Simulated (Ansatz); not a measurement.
One change: `[OH][Ge][F]` becomes `[F][Ge][O][SiH3]`.

Ansatz, PBE0-D4/def2-TZVP geometries, multiplicity 1. Each molecule was computed in one conformer, which needn't be the lowest.

Scalar relativity is left out up to krypton.

| property | `[OH][Ge][F]` |
| --- | --- |
| size of the dipole moment (B3LYP/def2-TZVPP) / D | 0.71 |
| LUMO energy (PBE0/def2-TZVPP) / eV | -2.04 |
| HOMO energy (PBE0/def2-TZVPP) / eV | -8.36 |
| size of the dipole moment (ωB97M-V/def2-TZVPP) / D | 0.69 |
| zero-point energy (PBE0-D4/def2-TZVP) / kJ/mol | 40.5 |
| ideal-gas entropy at 298 K and 1 bar (rigid rotor, harmonic PBE0-D4/def2-TZVP) / J/(mol·K) | 280 |

Question: What does the change do to each property? (Estimate.)

Answer: Ansatz gave: 
```tsv
property	`[F][Ge][O][SiH3]`	shift
size of the dipole moment (B3LYP/def2-TZVPP) / D	1.54	0.83
LUMO energy (PBE0/def2-TZVPP) / eV	-2.27	-0.23
HOMO energy (PBE0/def2-TZVPP) / eV	-8.53	-0.17
size of the dipole moment (ωB97M-V/def2-TZVPP) / D	1.57	0.88
zero-point energy (PBE0-D4/def2-TZVP) / kJ/mol	82.1	41.6
ideal-gas entropy at 298 K and 1 bar (rigid rotor, harmonic PBE0-D4/def2-TZVP) / J/(mol·K)	345	65
```

With PBE0 the HOMO falls by 0.17 eV and the LUMO falls by 0.23 eV, so the gap narrows by about 0.06 eV. PBE moves the HOMO by -0.21 eV and ωB97M-V by -0.16 eV. The zero-point energy changes by 41.6 kJ/mol with +9 modes. Dipoles are sizes alone; their direction can turn.

B3LYP here is the variant with VWN-RPA as its local correlation; programs differ in this.
